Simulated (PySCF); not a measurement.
Cartesian coordinates (Å):
SMILES: F[C](Cl)Cl
```xyz
4

F     -0.0137     1.3546    -0.1229
C     -0.0006     0.0927     0.2658
Cl     1.4690    -0.7090    -0.0732
Cl    -1.4547    -0.7382    -0.0697
```
Charge 0, spin multiplicity 2.

Problem. Give the highest occupied spin orbital, total energy and dipole moment at the level ωB97X-D3(BJ)/def2-TZVP // PBE0-D3(BJ)/def2-TZVP (PySCF).

Solution. 
| Property | Value |
|---|---|
| highest occupied spin orbital | -9.22 eV |
| total energy | -1058.3934 Ha |
| dipole moment | 0.41 D |
